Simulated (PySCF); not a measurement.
# Electron correlation in Ta³⁺ (tantalum, charge +3)

[Xe] 4f14 5d2, high-spin 3F determinant. Calculation: PySCF 2.14, in x2c-TZVPPall with one added diffuse shell each of s, p, d, f type (12s8p8d4f1g, 113 functions); the spin-free X2C one-electron Hamiltonian (Gaussian nucleus). Frozen: [Xe] 4f14; 2 electrons correlated.

With two correlated electrons CCSD is exact within the correlated space (frozen core and kept virtual orbitals).

| level | correlation energy (mhartree) |
| --- | --- |
| CCSD | -3.68 |

Diagnostics: T1 = 0.00086, D1 = 0.0012, largest double amplitude 0.010.

Spin-orbit coupling, absent here, splits the open shell strongly.

Cost of the coupled-cluster step: about 4 core-seconds, for 2 correlated electrons.

Iterations:

```
CC2 = 0
CCSD nocc = (np.int64(2), np.int64(0)), nmo = (79, 79)
frozen orbitals [[0, 1, 2, 3, 4, 5, 6, 7, 8, 9, 10, 11, 12, 13, 14, 15, 16, 17, 18, 19, 20, 21, 22, 23, 24, 25, 26, 27, 28, 29, 30, 31, 32, 33], [0, 1, 2, 3, 4, 5, 6, 7, 8, 9, 10, 11, 12, 13, 14, 15, 16, 17, 18, 19, 20, 21, 22, 23, 24, 25, 26, 27, 28, 29, 30, 31, 32, 33]]
max_cycle = 100
direct = 0
conv_tol = 1e-08
conv_tol_normt = 1e-06
diis_space = 8
diis_start_cycle = 0
Init t2, MP2 energy = -0.00287235951980657
Init E_corr(UCCSD) = -0.00287235952069134
cycle = 1  E_corr(UCCSD) = -0.00348873157442867  dE = -0.000616372054  norm(t1,t2) = 0.00695143
cycle = 2  E_corr(UCCSD) = -0.00363162718440648  dE = -0.00014289561  norm(t1,t2) = 0.00183068
cycle = 3  E_corr(UCCSD) = -0.00368014870955484  dE = -4.85215251e-05  norm(t1,t2) = 0.000518734
cycle = 4  E_corr(UCCSD) = -0.00367918497852956  dE = 9.63731025e-07  norm(t1,t2) = 3.49263e-05
cycle = 5  E_corr(UCCSD) = -0.00367920439267718  dE = -1.94141476e-08  norm(t1,t2) = 2.09663e-06
cycle = 6  E_corr(UCCSD) = -0.00367920480142799  dE = -4.08750808e-10  norm(t1,t2) = 2.22192e-07
UCCSD converged
E(UCCSD) = -15598.42443051567  E_corr = -0.00367920480142799
```
